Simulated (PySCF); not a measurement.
Excitations are Tamm–Dancoff values on a coarser integration grid. The basis has no diffuse functions, so Rydberg states are missing or too high.

Cartesian coordinates (Å):
```xyz
10

N     -1.3529    -1.5350     0.0342
In     0.0007    -0.0046     0.0130
N      1.9924    -0.3839     0.2652
N     -0.6582     1.9281    -0.0733
H     -2.2446    -1.3371    -0.4002
H     -1.0213    -2.4265    -0.3097
H      2.6207     0.3369    -0.0646
H      2.3220    -1.2762    -0.0786
H     -1.6030     2.0830     0.2533
H     -0.0557     2.6152     0.3604
```
Charge 0, multiplicity 1.

Question: What S1–T1 gap (TDA), T1 excitation (TDA) and HOMO does PySCF with PBE-D3(BJ)/def2-TZVP // B3LYP-D3(BJ)/def2-TZVP give?

Answer: 
```yaml
S1–T1 gap (TDA): 0.53 eV
T1 excitation (TDA): 3.56 eV
HOMO: -5.38 eV
```
